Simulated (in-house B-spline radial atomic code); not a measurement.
Binding energies in V⁺

NIST's tabulated ground configuration is [Ar] 3d4; each binding energy is the energy of the ion with one electron taken from that subshell, relaxed, less that of the parent. Method: Dirac-Kohn-Sham B3LYP, spherical fractional occupations, Fermi nucleus of rms radius 3.6002 fm. Calculated with a B-spline radial code for spherical atoms. Energies include first-order Breit, QED and recoil terms.

Caution: exact exchange at fractional occupations of open shells leaves self-interaction of up to several eV.

```tsv
subshell	X-ray name	binding energy (eV)	-ε (eV)	relaxation (eV)
1s	K	5513.5	5400.5	-119.6
2s	L1	634	617.2	-17.3
2p1/2	L2	540.9	520.5	-20.9
2p3/2	L3	535.8	513.3	-22.7
3s	M1	83.7	77.67	-6.10
3p1/2	M2	56.91	51.01	-5.95
3p3/2	M3	56.63	50.18	-6.48
3d	M4,5	14.76	9.10	-5.65
```

Relaxation = -ε minus the binding energy without Breit, QED and recoil terms. With a density functional, K lines can miss by some tenths of a per cent, more in light atoms. For a density functional the relaxation so defined is negative, because -ε of a Kohn-Sham level is smaller than the binding energy.

Emission lines follow as differences of binding energies, with λ = 12398.42 eV·Å / E:

| line | holes | energy (eV) | wavelength (Å) |
| --- | --- | --- | --- |
| K-L3 | 1s → 2p3/2 | 4977.7 | 2.4908 |
| K-L2 | 1s → 2p1/2 | 4972.6 | 2.4933 |
| K-M3 | 1s → 3p3/2 | 5456.9 | 2.2721 |
| L1-M3 | 2s → 3p3/2 | 577.4 | 21.474 |
| L3-M1 | 2p3/2 → 3s | 452.1 | 27.424 |

Question: What screening constant σ does Moseley's law, E = (3/4)·13.6057 eV·(Z - σ)², need for K-L3?

Answer: σ = 0.91.

Question: What does it cost to remove both a 2s and a 3d electron?

Answer: 665.51 eV, which is 16.75 eV more than the two single binding energies together.

Question: What does it cost to remove both a 2p1/2 and a 3s electron?

Answer: 644.21 eV, which is 19.61 eV more than the two single binding energies together.

Question: What does it cost to remove both a 1s and a 2s electron?

Answer: 6215.4 eV, which is 67.82 eV more than the two single binding energies together.
